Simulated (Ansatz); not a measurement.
System: C₄H₅GeS, net charge 0, doublet state. It need not be the lowest isomer of its formula. SMILES: [GeH3][c]1c[c]cs1
Geometry: optimised at B3LYP-D3(BJ)/def2-TZVP (Ansatz, a program for electronic structure).

Parts of the frozen-core correlation energy in 6-31G* (Ansatz, hartree). Frozen orbitals: 23; correlated occupied orbitals by spin: 16 and 15; virtual: 85 and 86. Open shells are spin-unrestricted. No spin-orbit coupling. Non-relativistic.

```
term                             value
-------------------------  -----------
reference (HF)             -2626.87542
MP2 opposite-spin             -0.48751
MP2 same-spin                 -0.17433
CCSD correlation              -0.73108
(T)                           -0.03420
T1 diagnostic                    0.041
largest doubles amplitude        0.075
<S^2> of the reference           1.158
```
